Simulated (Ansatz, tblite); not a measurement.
Spin states of the cluster GeSe₂⁻ (the lowest doublet isomer of a short search), each relaxed with r2SCAN-D4/def2-TZVPD in Ansatz. Electronic energies in the gas phase.

The xTB rows come from tblite. Correlated methods freeze 27 core orbitals; core or outer-core shells of Ge, Se are correlated, in sets that lack core-valence functions. The rows differ in basis, and correlated rows in double-zeta sets carry the largest basis error. In CCSD on the charge -1 quartet the largest single amplitude is 0.26, so its Hartree–Fock determinant may place the open shell otherwise than the density functionals do. The structure comes from a short search, and lower isomers may exist.

Doublet geometry (C2v within 0.1 Å):

```xyz
3

Ge   -0.170   -0.526   -0.282
Se    1.547    0.544   -1.260
Se   -1.378   -0.018    1.542
```

Quartet geometry (C2v within 0.1 Å):

```xyz
3

Ge   -0.0931   -0.1257   -0.9933
Se   -1.6407   -0.5268    0.7295
Se    1.7339    0.6525    0.2639
```

⟨S²⟩: doublet 0.76 at PBE0-D4/def2-TZVPD (pure 0.75), quartet 3.76 at PBE0-D4/def2-TZVPD (pure 3.75).

Only these spin states were relaxed.

| level | quartet − doublet (kJ/mol) | lowest of these | remarks |
| --- | --- | --- | --- |
| GFN2-xTB | 295.2 | doublet | – |
| HF/def2-SVPD | 162.1 | doublet | – |
| HF/def2-TZVPD | 159.4 | doublet | – |
| PBE-D4/def2-TZVPD | 214.1 | doublet | HOMO above zero (quartet) |
| revPBE-D4/def2-TZVPD | 208.5 | doublet | HOMO above zero (quartet) |
| B97M-V/def2-TZVPD | 215.8 | doublet | HOMO above zero (quartet) |
| r2SCANh-D4/def2-TZVPD | 212.4 | doublet | HOMO above zero (quartet) |
| PBE0-D4/def2-TZVPD | 214.2 | doublet | HOMO above zero (quartet) |
| ωB97X-V/def2-TZVPD | 227.4 | doublet | – |
| RPA@PBE/def2-TZVPD | 209.8 | doublet | – |
| MP2/def2-SVPD | 256.6 | doublet | – |
| MP2/def2-TZVPD | 260.4 | doublet | – |

Change of the quartet − doublet gap on mixing in exact exchange, in kJ/mol: PBE to PBE0 (25 % exact exchange) 0.1.

The xTB methods have no term that favours high spin, so they put low spin too low.
